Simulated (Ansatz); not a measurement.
Consider the ligand exchange at the Al–O bond: `[SiH3][O][Al]([Cl])[Cl]` + `N=C=O` → `O=C=[N][Al]([Cl])[Cl]` + `O[SiH3]`.

Gas-phase electronic energies from Ansatz, PBE0-D4/def2-TZVP geometries. CBS: MP2 limit from def2 TZ/QZ plus the TZ coupled-cluster correction, frozen cores. This one scheme is used for every species. DFT in def2-TZVPP. One conformer a species, not always the lowest.

| level | ΔE (kcal/mol) |
| --- | --- |
| LC-ωPBE | 4.2 |
| MP2/CBS(def2) | 4.2 |

Q: What does CCSD(T)/CBS give? (Best estimate.)

A: Ansatz gave: +4.7 kcal/mol. The listed levels differ from it by -0.5, -0.5 kcal/mol.

Largest T1 diagnostic among the species: 0.018.

Leaving LDA and LC-ωPBE aside and taking each functional with its dispersion term where it has one, the values, not all of them listed here, spread over 1.4 kcal/mol, from revPBE-D4 to BLYP-D4.
